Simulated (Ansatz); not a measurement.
Basis sets compared for Si₄₃H₅₆, a nanocrystal cut from cubic silicon. Charge 0, multiplicity 1. Geometry PBE-D4/def2-SVP. Ansatz on 11 threads of AMD EPYC 7R13 on a shared host and a whole NVIDIA H100 80GB HBM3; times are rough, and most runs start from earlier orbitals.

```xyz
99

Si   -3.069   -2.894   -4.180
Si   -5.251   -5.199   -1.871
Si   -1.525   -5.163   -1.757
Si   -3.564   -3.651    1.251
Si   -0.898   -0.536   -6.424
Si    0.582   -2.854   -3.943
Si    0.547    1.042   -3.209
Si   -3.920    0.049    1.870
Si   -1.631    2.638   -0.589
Si   -1.523   -1.269   -0.955
Si    0.238   -3.439    1.681
Si    2.280   -1.064   -0.548
Si   -0.012    0.362    2.171
Si   -2.038   -2.003    4.409
Si    1.807   -1.567    5.134
Si   -0.678   -0.262    7.588
Si    2.636    3.375   -5.444
Si    4.358    1.259   -2.764
Si    4.182    5.045   -2.244
Si    2.088    2.705   -0.021
Si    3.889    0.714    2.895
Si    3.685    4.410    3.053
Si    1.539    2.078    5.347
Si   -5.219   -3.333   -3.321
Si   -3.056   -1.002   -5.587
Si   -1.335   -2.964   -2.579
Si   -3.557   -1.552    0.188
Si   -3.425   -5.340   -0.380
Si   -1.800   -3.728    2.816
Si   -1.487    0.807   -2.056
Si    0.522    3.031   -4.467
Si    0.809   -0.673   -4.799
Si    2.307    1.013   -1.645
Si   -2.054    0.071    3.298
Si    0.023    2.438    1.070
Si    0.248   -1.359    0.590
Si    1.729    0.342    3.757
Si   -0.348    1.923    6.750
Si   -0.328   -1.997    6.025
Si    2.210    4.855   -0.971
Si    4.378    3.341   -3.859
Si    1.815    4.256    4.488
Si    3.864    2.624    1.519
H    -2.757   -4.065   -5.087
H    -5.185   -6.420   -2.756
H    -6.559   -5.245   -1.119
H    -1.747   -6.048   -2.962
H    -0.267   -5.628   -1.075
H    -4.876   -3.806    1.987
H    -0.609   -1.601   -7.455
H    -0.889    0.799   -7.125
H     0.319   -3.780   -5.109
H     1.817   -3.347   -3.239
H    -5.117   -0.394    2.679
H    -4.217    1.412    1.304
H    -1.363    3.898   -1.376
H    -3.006    2.754    0.014
H     0.435   -4.535    0.668
H     1.391   -3.499    2.648
H     2.466   -2.171   -1.552
H     3.425   -1.140    0.427
H    -3.363   -2.174    5.118
H     2.395   -2.758    4.428
H     2.722   -1.219    6.286
H    -2.047   -0.373    8.213
H     0.344   -0.452    8.683
H     2.877    2.258   -6.430
H     2.658    4.679   -6.204
H     4.520    0.136   -3.758
H     5.484    1.175   -1.763
H     4.248    6.396   -2.912
H     5.355    4.934   -1.301
H     4.453   -0.502    2.212
H     4.768    1.019    4.087
H     3.693    5.745    2.351
H     4.903    4.349    3.944
H     2.729    1.854    6.255
H    -6.128   -3.639   -4.489
H    -5.765   -2.111   -2.635
H    -3.961   -1.299   -6.760
H    -3.623    0.195   -4.874
H    -4.692   -1.491   -0.805
H    -3.465   -6.696    0.288
H    -1.817   -5.065    3.522
H    -2.636    0.866   -3.033
H    -0.518    2.887   -5.552
H     0.140    4.214   -3.619
H     2.141   -0.501   -5.495
H    -2.219    1.178    4.311
H    -0.162    3.538    2.086
H    -1.574    2.412    6.028
H    -0.123    2.841    7.928
H    -0.330   -3.313    6.771
H     1.006    5.148   -1.825
H     2.236    5.863    0.152
H     5.689    3.527   -4.589
H     0.566    4.716    3.788
H     2.044    5.183    5.658
H     5.171    2.770    0.773
```

B3LYP takes the VWN-RPA correlation. Single mean-field runs in 6-31G, def2-SVP, def2-mTZVP are fitted with def2-universal-jkfit.

Binding counts from free atoms (Si triplet, H doublet) in the same basis, without a counterpoise term.

| level | functions | energy (Eh) | HOMO (eV) | LUMO (eV) | binding per atom (eV) | wall time |
| --- | --- | --- | --- | --- | --- | --- |
| r2SCAN-D4/def2-mTZVP | 1114 | -12481.4829 | -6.26 | -2.39 | 3.27 | 10 s |
| B3LYP-D4/6-31G | 671 | -12481.8729 | -6.65 | -1.40 | 3.02 | 8 s |

**Question.** Estimate the rows for r2SCAN-D4/def2-SVP, B3LYP-D4/def2-SVP (with forces).

**Answer.** 
```
                          level  functions  energy (Eh)  HOMO (eV)  LUMO (eV)  binding per atom (eV)  wall time
             r2SCAN-D4/def2-SVP       1054  -12477.5889      -6.26      -2.38                   3.33      8.5 s
B3LYP-D4/def2-SVP (with forces)       1054  -12479.6629      -6.74      -1.82                   3.29       18 s
```
